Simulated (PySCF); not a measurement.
## Structure from 2D NMR

Compound of formula C₄H₈ClFSi₂. Correlations simulated from computed shifts and the bond graph:

HSQC (one-bond C–H):
| δH | δC |
| --- | --- |
| 6.61 | 145.4 |
| 6.34 | 142.0 |
| 6.32 | 145.4 |
| 6.02 | 120.0 |

COSY cross peaks (H two or three bonds apart, from the bond graph; peaks can be absent where the dihedral angle is near 90°):
| δH | δH |
| --- | --- |
| 6.61 | 6.34 |
| 6.61 | 6.32 |
| 6.34 | 6.32 |
| 6.34 | 5.31 |
| 6.02 | 4.24 |

HMBC (two and three bonds, from the bond graph):
| δH | δC |
| --- | --- |
| 6.61 | 142.0 |
| 6.34 | 186.6, 145.4 |
| 6.32 | 142.0 |
| 6.02 | 186.6 |
| 5.31 | 186.6, 145.4, 142.0, 120.0 |
| 4.24 | 186.6, 120.0 |

Carbons without hydrogens: δ 186.6.

[PySCF 2.14: geometry from GFN2-xTB; shieldings: GIAO PBE0/pcSseg-1; no solvent model; relativity neglected; one averaged value for each set of equivalent atoms; a single conformation]

Shifts are taken against calculated references (same method and geometry level): 1H (σ = 31.72 ppm), 13C (σ = 186.93 ppm) against TMS.

Exchangeable hydrogens are left out of these lists.

Assemble the structure.

Answers

`C=C[Si@H](Cl)/C(F)=C/[SiH3]`.

Numbering as in the mapped SMILES `[CH2:1]=[CH:2][Si@H:3]([Cl:4])/[C:5]([F:6])=[CH:7]/[SiH3:8]`; H(Xn) means a hydrogen on atom n. Ha(C1) is cis to Si3; Hb(C1) is trans to Si3.

δC 186.6 is C5, a fully substituted alkene carbon. δC 145.4 is C1, a terminal =CH2 carbon (δH 6.61, 6.32). δC 142.0 is C2, an alkene CH (δH 6.34). δC 120.0 is C7, an alkene CH (δH 6.02). HMBC from δH 6.34 reaches the proton-free carbon C5. HMBC from δH 6.02 reaches the proton-free carbon C5. HMBC from δH 5.31 reaches the proton-free carbon C5. HMBC from δH 4.24 reaches the proton-free carbon C5. COSY links 6.61–6.34, 6.61–6.32, 6.34–6.32, 6.34–5.31, 6.02–4.24.

The shifts were computed for this structure.

Shifts are as computed. Against solution values, carbons near 30 ppm lie about +3 ppm off and those near 130 ppm about +5 ppm. Of 1309 compounds with measured shifts, 239 miss one by over three times the rms of a fit or turn the order of signals round; such compounds aren't used in these exercises.
